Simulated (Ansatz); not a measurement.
The cluster B₄N₃, relaxed as a doublet with UKS PBE-D4/def2-SVP in Ansatz, starting from the GFN1-xTB geometry. Force threshold 0.02 eV/Å.

Another isomer (doublet) lies 5.46 eV lower at PBE0-D4/def2-TZVP; other spin states weren't run for this one.

Start:

```xyz
7

B    -0.2311   -0.0427   -0.2292
B     1.6599    0.0071    1.6100
B    -1.5678    1.2746   -1.7428
B    -1.8642   -1.2524   -1.5846
N    -1.2450   -0.0173   -1.2119
N     2.5726    0.0728    2.5091
N     0.6756   -0.0419    0.6493
```

| step | energy (eV) | largest force component (eV/Å) | SCF passes |
| --- | --- | --- | --- |
| 1 | -7154.9945 | 3.178 | 34 |
| 2 | -7155.0812 | 0.908 | 38 |
| 3 | -7155.0960 | 0.169 | 41 |
| 4 | -7155.1091 | 0.106 | 38 |
| 5 | -7155.1119 | 0.037 | 32 |
| 6 | -7155.1120 | 0.001 | 28 |

Force components are those of the run's own axes.

End:

| atom | x (Å) | y (Å) | z (Å) |
| --- | --- | --- | --- |
| B1 | -0.260 | -0.003 | -0.253 |
| B2 | 1.629 | 0.007 | 1.586 |
| B3 | -1.544 | 1.333 | -1.740 |
| B4 | -1.782 | -1.345 | -1.496 |
| N5 | -1.281 | -0.006 | -1.247 |
| N6 | 2.583 | 0.012 | 2.514 |
| N7 | 0.654 | 0.001 | 0.636 |

By distances, no bond broke or formed. The bond that changes most is B2–N6, from 1.28 to 1.33 Å (atoms count from 1).

No frequencies were taken in this run, so the end may be a saddle point.

Hardware: 4 threads of AMD EPYC 9R45 on a shared host. Wall time 2.8 s.
